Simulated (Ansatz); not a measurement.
Reaction (ligand exchange at the Si–N bond): `OC(F)(F)N[SiH3]` + `OCS` → `OCS[SiH3]` + `NC(O)(F)F`

Isolated molecules relaxed with PBE0-D4/def2-TZVP in Ansatz; ΔE leaves out vibrations. CBS: MP2 limit from def2 TZ/QZ plus the TZ coupled-cluster correction, frozen cores. Functionals use def2-TZVPP. B3LYP here is the variant with VWN-RPA as its local correlation; programs differ in this. One conformer a species, not always the lowest.

```json
{"level": "r2SCAN-D4", "ΔE (eV)": "-0.21"}
{"level": "PBE0-D4", "ΔE (eV)": "-0.23"}
{"level": "B3LYP-D4", "ΔE (eV)": "-0.13"}
{"level": "PBE0", "ΔE (eV)": "-0.23"}
{"level": "SCS-MP2/def2-TZVPP", "ΔE (eV)": "-0.10"}
{"level": "MP2/def2-QZVPP", "ΔE (eV)": "-0.15"}
{"level": "MP2/CBS(def2)", "ΔE (eV)": "-0.16"}
{"level": "CCSD/CBS(def2)", "ΔE (eV)": "-0.12"}
```

What does CCSD(T)/CBS give? (An estimate is asked.)

The calculation gave: -0.15 eV. The listed levels differ from it by -0.06, -0.08, 0.02, -0.08, 0.05, 0.00, -0.01, 0.03 eV.

Largest T1 diagnostic among the species: 0.012.

In def2-TZVPP, CCSD(T) changes the Hartree–Fock value by −0.08 eV (the triples alone add −0.03 eV) and MP2 by −0.09 eV.
